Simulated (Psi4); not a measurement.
Cl3Sn (SMILES [Cl][Sn+]([Cl])[Cl]), charge +1, singlet, at a GFN2-xTB geometry (such geometries of metal compounds can be far from the true shape) (all electrons, no relativity), with bond 3-1 at 1.3 times its length; R2SCAN/3-21G (Psi4).

The Psi4 input:
```
memory 2 GB

molecule {
1 1
  Sn   -0.00000000    0.00000000    0.00000000
  Cl    2.22169726   -0.28046629   -0.42811001
  Cl   -1.22606202   -1.28640164    2.37199430
  Cl   -1.27857262    1.27000601   -1.39650099
}

set basis 3-21g
set scf_type pk
set dft_spherical_points 194

energy('r2scan')
print_variables()
```

It wrote (shortened):

```
   => Loading Basis Set <=

    Name: 3-21G
    Role: ORBITAL
    Keyword: BASIS

         ---------------------------------------------------------
                                   SCF
               by Justin Turney, Rob Parrish, Andy Simmonett
                          and Daniel G. A. Smith
                              RKS Reference
         ---------------------------------------------------------

  ==> Geometry <==

    Molecular point group: cs
    Full point group: Cs

    Geometry (in Angstrom), charge = 1, multiplicity = 1:

       Center              X                  Y                   Z               Mass
    ------------   -----------------  -----------------  -----------------  -----------------
         SN           0.096408341273    -0.044992774800     0.000000000000   119.902201630000
         CL           0.294400896698    -2.316264925727     0.000000000000    34.968852682000
         CL          -2.589360018473     1.208427559047     0.000000000000    34.968852682000
         CL           1.964391445470     1.262109878993     0.000000000000    34.968852682000

  Running in cs symmetry.

  Rotational constants: A =      0.06183  B =      0.04262  C =      0.02523 [cm^-1]
  Rotational constants: A =   1853.61039  B =   1277.76419  C =    756.36974 [MHz]
  Nuclear repulsion =  652.234898129427961

  Charge       = 1
  Multiplicity = 1
  Electrons    = 100
  Nalpha       = 50
  Nbeta        = 50

  ==> Algorithm <==

  SCF Algorithm Type is PK.
  DIIS enabled.
  MOM disabled.
  Fractional occupation disabled.
  Guess Type is SAD.
  Energy threshold   = 1.00e-06
  Density threshold  = 1.00e-06
  Integral threshold = 1.00e-12

  ==> Primary Basis <==

  Basis Set: 3-21G
    Blend: 3-21G
    Number of shells: 34
    Number of basis functions: 72
    Number of Cartesian functions: 72
    Spherical Harmonics?: false
    Max angular momentum: 2

  ==> DFT Potential <==

   => LibXC <=

    Version 7.1.2
    S. Lehtola, C. Steigemann, M. J. T. Oliveira, and M. A. L. Marques,  SoftwareX 7, 1–5 (2018) (10.1016/j.softx.2017.11.002)

   => Composite Functional: R2SCAN <=

    r2SCAN Meta-GGA XC Functional  (0.1021/acs.jpclett.0c02405)
    J. W. Furness, A. D. Kaplan, J. Ning, J. P. Perdew, J. Sun  J. Phys. Chem. Lett.  11, 8208–8215, 2020

    Deriv               =              1
    GGA                 =           TRUE
    Meta                =           TRUE

    Exchange Hybrid     =          FALSE
    MP2 Hybrid          =          FALSE

   => Exchange Functionals <=

    1.0000   XC_MGGA_X_R2SCAN

   => Correlation Functionals <=

    1.0000   XC_MGGA_C_R2SCAN

   => LibXC Density Thresholds  <==

    XC_MGGA_C_R2SCAN:  1.00E-15
    XC_MGGA_X_R2SCAN:  1.00E-11

   => Molecular Quadrature <=

    Radial Scheme          =       TREUTLER
    Pruning Scheme         =           NONE
    Nuclear Scheme         =       TREUTLER

    Blocking Scheme        =         OCTREE
    BS radius alpha        =              1
    Pruning alpha          =              1
    Radial Points          =             75
    Spherical Points       =            194
    Total Points           =          54506
    Total Blocks           =            514
    Max Points             =            255
    Max Functions          =             61
    Weights Tolerance      =       1.00E-15

  ==> Integral Setup <==

  Using in-core PK algorithm.
   Calculation information:
      Number of atoms:                   4
      Number of AO shells:              34
      Number of primitives:             78
      Number of atomic orbitals:        72
      Number of basis functions:        72

      Integral cutoff                 1.00e-12
      Number of threads:                 1

  Performing in-core PK
  Using 6909012 doubles for integral storage.
  We computed 110324 shell quartets total.
  Whereas there are 177310 unique shell quartets.

  ==> DiskJK: Disk-Based J/K Matrices <==

    J tasked:                  Yes
    K tasked:                   No
    wK tasked:                  No
    Schwarz Cutoff:          1E-12

  Minimum eigenvalue in the overlap matrix is 1.2678676748E-03.
  Reciprocal condition number of the overlap matrix is 3.0609641892E-04.
    Using symmetric orthogonalization.

  ==> Pre-Iterations <==

  SCF Guess: Superposition of Atomic Densities via on-the-fly atomic UHF (no occupation information).

   -------------------------
    Irrep   Nso     Nmo
   -------------------------
     A'        54      54
     A"        18      18
   -------------------------
    Total      72      72
   -------------------------

  ==> Iterations <==

                        Total Energy        Delta E     RMS |[F,P]|

   @RKS iter SAD: -7368.51118487213625   -7.36851e+03   0.00000e+00
   @RKS iter   1: -7372.55159797654142   -4.04041e+00   9.91201e-03 ADIIS/DIIS
   @RKS iter   2: -7372.44527931533412    1.06319e-01   8.43086e-03 ADIIS/DIIS
   @RKS iter   3: -7372.38520024599984    6.00791e-02   8.97752e-03 ADIIS/DIIS
   @RKS iter   4: -7372.65069404821224   -2.65494e-01   7.04298e-04 ADIIS/DIIS
   @RKS iter   5: -7372.64592005822396    4.77399e-03   1.43306e-03 ADIIS/DIIS
   @RKS iter   6: -7372.65187398786475   -5.95393e-03   2.18483e-04 ADIIS/DIIS
   @RKS iter   7: -7372.65203045036287   -1.56462e-04   1.99427e-05 DIIS
   @RKS iter   8: -7372.65203103420026   -5.83837e-07   8.45070e-06 DIIS
   @RKS iter   9: -7372.65203128240955   -2.48209e-07   7.40443e-07 DIIS
  Energy and wave function converged.

  ==> Post-Iterations <==

   Electrons on quadrature grid:
      Ntotal   =   99.9998029033 ; deviation = -1.971e-04

    Orbital Energies [Eh]
    ---------------------

    Doubly Occupied:

       1Ap  -1024.216075     2Ap  -152.118661     1App -141.753618
       3Ap  -141.753035     4Ap  -141.753001     5Ap  -100.741044
       6Ap  -100.740972     7Ap  -100.694603     8Ap   -29.845903
       2App  -25.458151     9Ap   -25.455555    10Ap   -25.455239
      11Ap   -18.050183     3App  -18.049016     4App  -18.048861
      12Ap   -18.048201    13Ap   -18.047550    14Ap    -9.558699
      15Ap    -9.558456    16Ap    -9.506059    17Ap    -7.314227
      18Ap    -7.314211     5App   -7.303601     6App   -7.303454
      19Ap    -7.302402    20Ap    -7.302359    21Ap    -7.266335
       7App   -7.250665    22Ap    -7.250172    23Ap    -5.064539
       8App   -3.609982    24Ap    -3.607844    25Ap    -3.605215
      26Ap    -1.409306    27Ap    -1.407256     9App   -1.404501
      10App   -1.401472    28Ap    -1.400699    29Ap    -1.046992
      30Ap    -1.032257    31Ap    -0.946925    32Ap    -0.708299
      33Ap    -0.616048    34Ap    -0.573763    11App   -0.565981
      12App   -0.545037    35Ap    -0.540960    36Ap    -0.533765
      13App   -0.479843    37Ap    -0.478055

    Virtual:

      38Ap    -0.445466    14App   -0.370393    39Ap    -0.276892
      40Ap    -0.236330    41Ap    -0.051580    42Ap     0.011234
      15App    0.022458    43Ap     0.031924    44Ap     0.312326
      45Ap     0.322962    16App    0.357228    46Ap     0.359815
      17App    0.386278    47Ap     0.408197    48Ap     0.420374
      49Ap     0.428056    18App    0.458190    50Ap     0.521913
      51Ap     0.551739    52Ap     0.578317    53Ap     2.300429
      54Ap   207.772315

    Final Occupation by Irrep:
             Ap   App
    DOCC [    37,   13 ]
    NA   [    37,   13 ]
    NB   [    37,   13 ]

  @RKS Final Energy: -7372.65203128240955

   => Energetics <=

    Nuclear Repulsion Energy =            652.2348981294279611
    One-Electron Energy =              -11447.7536435718848224
    Two-Electron Energy =                3667.8585437580541111
    DFT Exchange-Correlation Energy =    -244.9918295980058645
    Empirical Dispersion Energy =           0.0000000000000000
    VV10 Nonlocal Energy =                  0.0000000000000000
    Total Energy =                      -7372.6520312824095527

Computation Completed

Properties will be evaluated at   0.000000,   0.000000,   0.000000 [a0]

Properties computed using the SCF density matrix

 Multipole Moments:

 ------------------------------------------------------------------------------------
     Multipole            Electronic (a.u.)      Nuclear  (a.u.)        Total (a.u.)
 ------------------------------------------------------------------------------------

 L = 1.  Multiply by 2.5417464519 to convert [e a0] to [Debye]
 Dipole X            :          1.9720047           -1.5103323            0.4616724
 Dipole Y            :         -0.9203141            0.7048564           -0.2154577
 Dipole Z            :          0.0000000            0.0000000            0.0000000
 Magnitude           :                                                    0.5094736

 ------------------------------------------------------------------------------------

  Variable Map:
  ----------------------------------------------------------------------------
  "CURRENT ENERGY"              =>   -7372.652031282410
  "CURRENT REFERENCE ENERGY"    =>   -7372.652031282410
  "DD SOLVATION ENERGY"         =>       0.000000000000
  "DFT FUNCTIONAL TOTAL ENERGY" =>   -7372.652031282410
  "DFT TOTAL ENERGY"            =>   -7372.652031282410
  "DFT VV10 ENERGY"             =>       0.000000000000
  "DFT XC ENERGY"               =>    -244.991829598006
  "GRID ELECTRONS ALPHA"        =>      49.999901451634
  "GRID ELECTRONS BETA"         =>      49.999901451634
  "GRID ELECTRONS TOTAL"        =>      99.999802903268
  "NUCLEAR REPULSION ENERGY"    =>     652.234898129428
  "ONE-ELECTRON ENERGY"         =>  -11447.753643571885
  "PCM POLARIZATION ENERGY"     =>       0.000000000000
  "PE ENERGY"                   =>       0.000000000000
  "SCF ITERATION ENERGY"        =>   -7372.652031282410
  "SCF ITERATIONS"              =>       9.000000000000
  "SCF TOTAL ENERGY"            =>   -7372.652031282410
  "TWO-ELECTRON ENERGY"         =>    3667.858543758054
  "XC GRID RADIAL POINTS"       =>      75.000000000000
  "XC GRID SPHERICAL POINTS"    =>     194.000000000000
  "XC GRID TOTAL POINTS"        =>   54506.000000000000

  Array Variable Map:
  ----------------------------------------------------------------------------
  "CURRENT DIPOLE"              =>       0.461672376172 ... 0.000000000000 1 by 3
  "SCF DIPOLE"                  =>       0.461672376172 ... 0.000000000000 1 by 3
  "SCF TOTAL ENERGIES"          =>   -7368.511184872136 ... -7372.652031282410 1 by 10
```
